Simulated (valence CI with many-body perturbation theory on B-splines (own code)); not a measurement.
Values are calculated unless marked as measured or tabulated.
## Assign the levels of Ge25+

Level of theory: configuration interaction combined with many-body perturbation theory (CI+MBPT): five valence electrons over a frozen Dirac-Fock core [He], radial functions for each j: 9 s, 9 p, 8 d, 6 f, 3 g, 1 h, with the one-electron correlation potential Σ1 (screened to all orders), the two-electron term Σ2, the three-electron term Σ3, Breit, model QED; selected single and double excitations, second order for the rest (own B-spline code, finite nucleus).

No measured spectrum was set against this ion. As an estimate, levels of excited configurations hold to 0.05 to 0.15 % of their energy, terms of the ground configuration to about 0.5 %. Among the levels kept, up to 1700 cm⁻¹ of a level comes from second order outside the variational space, and about a tenth of that is noise between levels of different J, which matters for small intervals.

| No. | J | Parity | E (eV) | g |
| --- | --- | --- | --- | --- |
| 3 | 5/2 | odd | 38.89 | 1.194 |
| 4 | 1/2 | odd | 52.90 | 0.658 |
| 6 | 5/2 | even | 134.11 | 1.564 |
| 7 | 3/2 | even | 154.85 | 1.648 |
| 8 | 1/2 | even | 157.78 | 2.537 |
| 9 | 3/2 | even | 186.59 | 0.963 |
| 10 | 5/2 | even | 194.64 | 1.225 |
| 12 | 3/2 | even | 221.76 | 1.240 |
| 14 | 3/2 | odd | 340.27 | 1.328 |
| 15 | 1/2 | odd | 374.17 | 0.658 |
| 17 | 3/2 | even | 1465.61 | 1.694 |
| 18 | 1/2 | even | 1469.88 | 1.175 |

Energies count from the lowest level. Strongly mixed levels and levels close to another of their J and parity are left out, so the numbers can have gaps.

Task: Give configuration and LS term of each level.

Result: 3: 2s2.2p3 2D°; 4: 2s2.2p3 2P°; 6: 2s.2p4 4P; 7: 2s.2p4 4P; 8: 2s.2p4 4P; 9: 2s.2p4 2D; 10: 2s.2p4 2D; 12: 2s.2p4 2P; 14: 2p5 2P°; 15: 2p5 2P°; 17: 2s2.2p2.3s 4P; 18: 2s2.2p2.3s 2P.
